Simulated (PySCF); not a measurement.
**Structure from NMR data**

The spectra below were simulated for a compound CH14OSi5.

$^{1}$H NMR (600 MHz, computed): δ 5.12 (t, 2H), 3.62 (s, 9H), 0.69 (br s, 1H), -0.03 (t, 2H).

$^{13}$C{$^{1}$H} NMR (computed): δ 1.0 (CH2).

[PySCF 2.14.0 with density-fitted response routines: shieldings: GIAO PBE0/pcSseg-1; geometry from GFN2-xTB; one conformer; no relativistic terms; rapidly exchanging positions averaged; no solvent model]

Scale: $^{1}$H (31.72 ppm) and $^{13}$C (186.93 ppm) against TMS (reference shieldings calculated alike).

Task: Which of these isomers gave the spectra?
A. C[SiH2][Si]([SiH3])([SiH3])O[SiH3]
B. O[SiH2]C[Si]([SiH3])([SiH3])[SiH3]
C. C[Si@H](O[SiH3])[SiH]([SiH3])[SiH3]

Result: B. 

1. Rings plus π bonds: 0.
2. Carbon types of the structure: 1 × CH2, leaving 12 H on heteroatoms.
3. δC 1.0: sp3 CH2 bonded to 2 Si; an electropositive neighbour leaves it electron-rich and shielded.
4. δH 5.12: hydrogen on a silicon bonded to C, O.
5. δH 3.62: hydrogen on a silicon bonded to Si.
6. δH 0.69: hydrogen on an oxygen bonded to Si; exchangeable; this is the value without hydrogen bonding to other molecules.
7. δH -0.03: hydrogen on an sp3 CH2 bonded to 2 Si; an electropositive neighbour shields it, as in TMS itself.

The others: C[Si@H](O[SiH3])[SiH]([SiH3])[SiH3] would give 6 signals for carbon-bound and other non-exchanging H, not 3; C[SiH2][Si]([SiH3])([SiH3])O[SiH3] would give 4 signals for carbon-bound and other non-exchanging H, not 3.

OH and NH positions are those of a molecule without intermolecular hydrogen bonds; in solution they move with solvent, concentration and temperature, and exchange usually removes their couplings. Shifts are as computed. Against solution values, carbons near 30 ppm lie about +3 ppm off and those near 130 ppm about +5 ppm. Of 1211 compounds with measured shifts, 218 miss one by over three times the rms of a fit or turn the order of signals round; such compounds aren't used in these exercises. No couplings were computed; multiplicities are counted from neighbouring protons, with m where these are inequivalent, close in shift, in a saturated or five-membered ring or joined by F or P, and br s for small geminal =CH2 splittings.
